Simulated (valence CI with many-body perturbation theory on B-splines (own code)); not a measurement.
**Forbidden lines of W32+**

Method: valence CI with perturbative core correlation (CI+MBPT): six valence electrons over a frozen Dirac-Fock core [Kr], radial functions for each j: 7 s, 7 p, 8 d, 6 f, 4 g, 1 h, with the one-electron correlation potential Σ1, the two-electron term Σ2, the three-electron term Σ3, Breit, model QED; selected CI, second order for the rest, scaled by the run's own slope (own B-spline code, finite nucleus).

The last digits are not significant, and no measured levels were compared; by estimate large intervals hold to a few tenths of a per cent, small ones and those within an open d or f shell to about a per cent. Core correlation moves these levels by up to 7200 cm⁻¹, and in measured spectra 5 to 20 % of such shifts remained as error; rates that hang on mixing are uncertain with them. Among the levels kept, up to 760 cm⁻¹ of a level comes from second order outside the variational space, and about a tenth of that is noise between levels of different J, which matters for small intervals. Only levels of the ground parity were solved; by the run's estimate the other parity begins above the list, which can be wrong where configurations are misplaced.

Lines 1 to 50 of 120 in falling wavelength, among levels below 612210 cm⁻¹, chosen from the decays that carry over 1 % of a level's rate. Wavelengths and rates use the calculated energies. Electric multipoles are in the length gauge, E1 and E2 with the static RPA response of the core. Weak lines are less certain than strong ones. Lines between different terms over intervals too small for the method are left out, as are lines whose strength nearly cancels. The highest levels of a list are the least certain.

Levels are named by their leading jj configuration (3d3/2^4 stands for four electrons in 3d with j = 3/2), which in mixed levels can hold well under half, so a name can repeat and another be missing. Letters in brackets count levels of one name in rising energy.

| λ vac (nm) | Upper | Lower | Type | A (s⁻¹) | Branch % |
| --- | --- | --- | --- | --- | --- |
| 4865 | (4d3/2^3 4d5/2^3) J=6 | (4d3/2^3 4d5/2^3) J=5 | M1 | 5.44e-02 | 5.2 |
| 470.9 | (4d3/2^4 4d5/2^2) J=2 | (4d3/2^4 4d5/2^2) J=4 | E2 | 3.02e-03 | 100.0 |
| 409.1 | (4d3/2^3 4d5/2^3) J=5 | (4d3/2^3 4d5/2^3) J=4 [a] | M1 | 1.29e+02 | 1.4 |
| 278.9 | (4d3/2^3 4d5/2^3) J=2 [b] | (4d3/2^3 4d5/2^3) J=3 [b] | M1 | 2.80e+02 | 2.5 |
| 258.3 | (4d3/2^3 4d5/2^3) J=4 [b] | (4d3/2^3 4d5/2^3) J=3 [b] | M1 | 1.60e+02 | 6.5 |
| 248.6 | (4d3/2^3 4d5/2^3) J=2 [b] | (4d3/2^3 4d5/2^3) J=2 [a] | M1 | 1.17e+02 | 1.0 |
| 217.5 | (4d3/2^3 4d5/2^3) J=3 [b] | (4d3/2^3 4d5/2^3) J=4 [a] | M1 | 3.69e+02 | 1.6 |
| 209.4 | (4d3/2^4 4d5/2^2) J=0 | (4d3/2^4 4d5/2^2) J=2 | E2 | 5.87e-01 | 100.0 |
| 196.9 | (4d3/2^3 4d5/2^3) J=3 [c] | (4d3/2^3 4d5/2^3) J=2 [a] | M1 | 3.69e+02 | 2.2 |
| 185.5 | (4d3/2^2 4d5/2^4) J=0 [b] | (4d3/2 4d5/2^5) J=1 | M1 | 1.59e+03 | 1.8 |
| 182.3 | (4d3/2^3 4d5/2^3) J=3 [b] | (4d3/2^3 4d5/2^3) J=3 [a] | M1 | 7.59e+02 | 3.2 |
| 167.6 | (4d3/2^3 4d5/2^3) J=1 [a] | (4d3/2^4 4d5/2^2) J=0 | M1 | 2.99e+03 | 6.8 |
| 166.0 | (4d3/2^3 4d5/2^3) J=4 [b] | (4d3/2^3 4d5/2^3) J=5 | M1 | 3.09e+02 | 12.6 |
| 155.7 | (4d3/2^2 4d5/2^4) J=2 [d] | (4d3/2^2 4d5/2^4) J=2 [c] | M1 | 7.64e+02 | 1.4 |
| 148.1 | (4d3/2^3 4d5/2^3) J=0 | (4d3/2^3 4d5/2^3) J=1 [a] | M1 | 3.55e+03 | 94.5 |
| 131.9 | (4d3/2^2 4d5/2^4) J=3 [a] | (4d3/2^3 4d5/2^3) J=2 [b] | M1 | 1.64e+03 | 2.0 |
| 130.6 | (4d3/2^3 4d5/2^3) J=1 [b] | (4d3/2^3 4d5/2^3) J=1 [a] | M1 | 1.52e+03 | 6.9 |
| 130.4 | (4d3/2^3 4d5/2^3) J=2 [b] | (4d3/2^3 4d5/2^3) J=1 [a] | M1 | 6.24e+02 | 5.5 |
| 130.0 | (4d3/2^2 4d5/2^4) J=5 | (4d3/2^3 4d5/2^3) J=4 [b] | M1 | 3.76e+03 | 7.9 |
| 125.2 | (4d3/2^2 4d5/2^4) J=4 [c] | (4d3/2^2 4d5/2^4) J=5 | M1 | 7.60e+02 | 1.3 |
| 121.2 | (4d3/2^2 4d5/2^4) J=2 [a] | (4d3/2^3 4d5/2^3) J=3 [b] | M1 | 1.04e+03 | 1.0 |
| 118.1 | (4d3/2^3 4d5/2^3) J=4 [b] | (4d3/2^3 4d5/2^3) J=4 [a] | M1 | 9.88e+02 | 40.1 |
| 110.2 | (4d3/2^3 4d5/2^3) J=2 [b] | (4d3/2^3 4d5/2^3) J=3 [a] | M1 | 4.68e+03 | 41.5 |
| 108.1 | (4d3/2^2 4d5/2^4) J=4 [c] | (4d3/2^2 4d5/2^4) J=4 [a] | M1 | 1.00e+03 | 1.8 |
| 107.6 | (4d3/2^2 4d5/2^4) J=3 [b] | (4d3/2^3 4d5/2^3) J=4 [b] | M1 | 7.54e+03 | 14.0 |
| 107.1 | (4d3/2^3 4d5/2^3) J=3 [a] | (4d3/2^4 4d5/2^2) J=2 | M1 | 9.03e+03 | 21.9 |
| 104.4 | (4d3/2^2 4d5/2^4) J=3 [b] | (4d3/2^3 4d5/2^3) J=2 [b] | M1 | 1.59e+03 | 3.0 |
| 97.20 | (4d3/2 4d5/2^5) J=3 | (4d3/2^2 4d5/2^4) J=4 [c] | M1 | 9.69e+03 | 8.2 |
| 97.11 | (4d3/2^2 4d5/2^4) J=4 [a] | (4d3/2^3 4d5/2^3) J=3 [b] | M1 | 2.31e+03 | 2.6 |
| 96.97 | (4d3/2^2 4d5/2^4) J=4 [b] | (4d3/2^3 4d5/2^3) J=3 [c] | M1 | 1.90e+03 | 4.1 |
| 95.69 | (4d3/2^2 4d5/2^4) J=1 | (4d3/2^3 4d5/2^3) J=2 [b] | M1 | 7.63e+03 | 11.6 |
| 95.60 | (4d3/2^2 4d5/2^4) J=1 | (4d3/2^3 4d5/2^3) J=1 [b] | M1 | 1.04e+04 | 15.7 |
| 93.10 | (4d3/2^3 4d5/2^3) J=1 [a] | (4d3/2^4 4d5/2^2) J=2 | M1 | 4.10e+04 | 93.2 |
| 91.48 | (4d3/2 4d5/2^5) J=2 | (4d3/2^2 4d5/2^4) J=2 [c] | M1 | 4.85e+03 | 3.7 |
| 89.54 | (4d3/2^2 4d5/2^4) J=3 [a] | (4d3/2^3 4d5/2^3) J=3 [b] | M1 | 3.21e+03 | 4.0 |
| 87.98 | (4d3/2^2 4d5/2^4) J=1 | (4d3/2^3 4d5/2^3) J=0 | M1 | 1.29e+04 | 19.5 |
| 87.33 | (4d3/2 4d5/2^5) J=3 | (4d3/2^2 4d5/2^4) J=2 [c] | M1 | 1.63e+04 | 13.8 |
| 87.25 | (4d3/2^3 4d5/2^3) J=3 [a] | (4d3/2^4 4d5/2^2) J=4 | M1 | 3.22e+04 | 78.1 |
| 87.16 | (4d3/2^2 4d5/2^4) J=2 [b] | (4d3/2^3 4d5/2^3) J=2 [b] | M1 | 2.56e+03 | 4.8 |
| 87.09 | (4d3/2^2 4d5/2^4) J=2 [b] | (4d3/2^3 4d5/2^3) J=1 [b] | M1 | 9.35e+02 | 1.8 |
| 86.17 | (4d3/2^2 4d5/2^4) J=3 [a] | (4d3/2^3 4d5/2^3) J=2 [a] | M1 | 1.00e+04 | 12.5 |
| 81.10 | (4d3/2^2 4d5/2^4) J=2 [a] | (4d3/2^3 4d5/2^3) J=1 [a] | M1 | 2.17e+04 | 21.2 |
| 80.97 | (4d3/2^3 4d5/2^3) J=4 [a] | (4d3/2^4 4d5/2^2) J=4 | M1 | 4.12e+04 | 100.0 |
| 80.31 | (4d3/2^2 4d5/2^4) J=4 [a] | (4d3/2^3 4d5/2^3) J=5 | M1 | 1.31e+04 | 14.6 |
| 75.97 | (4d3/2^2 4d5/2^4) J=3 [b] | (4d3/2^3 4d5/2^3) J=3 [b] | M1 | 2.23e+04 | 41.6 |
| 74.94 | (4d3/2^2 4d5/2^4) J=0 [a] | (4d3/2^3 4d5/2^3) J=1 [a] | M1 | 1.15e+05 | 99.1 |
| 74.01 | (4d3/2^2 4d5/2^4) J=5 | (4d3/2^3 4d5/2^3) J=6 | M1 | 2.69e+04 | 56.9 |
| 73.53 | (4d3/2^2 4d5/2^4) J=3 [b] | (4d3/2^3 4d5/2^3) J=2 [a] | M1 | 1.42e+04 | 26.5 |
| 73.40 | (4d3/2^3 4d5/2^3) J=1 [b] | (4d3/2^4 4d5/2^2) J=0 | M1 | 1.74e+04 | 78.8 |
| 73.31 | (4d3/2^2 4d5/2^4) J=2 [d] | (4d3/2^2 4d5/2^4) J=3 [a] | M1 | 5.87e+02 | 1.0 |
